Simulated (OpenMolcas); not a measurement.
An OpenMolcas run meant for Pb III (ANO-RCC-VDZ, DKH2; inactive shells 1s 2s 2p 3s 3p 3d 4s 4p 4d 4f 5s 5p 5d; intended active space 2 electrons in 8 orbitals (6s 6p 7s 7p)). One step of its input:

```
&CASPT2
Multistate=1 1
Frozen=15 19
IPEA=-0.25
Imaginary=0.1
MaxIter=60
WThr=0.0 0.3 0.05
PrWF=0.5
NoMix
```

The run finished. Its levels beside those of a sound run (SS-CASPT2, IPEA 0.25 Eh, imaginary shift 0.1 Eh (closed shells correlated: 5d)), in cm-1 above each run's lowest level:

```tsv
Level	This run	Usual run
6s2 1S0	0.0	0.0
6s 6p 3P* 0	58102	58282
6s 6p 3P* 1	62843	63021
6s 6p 3P* 2	76749	76929
6s 6p 1P* 1	101010	101143
```

Task: Which setting is unsound, and how much does it matter here?

Result: The IPEA shift is negative. Against the sound run the excited levels shown move by 170 cm-1 on average and by 180 cm-1 at most.

Some high roots are left out of the spin-orbit mixing, which shifts the levels that they would mix with. Active for correlation alone: 7p 7s; no level in the range computed is led by a configuration that fills them, so any true level of that kind is missing. Spin-orbit splittings of 6p shells tend to come out small when the coupling is added on scalar orbitals. Only configurations of the active space appear.

* marks odd parity.
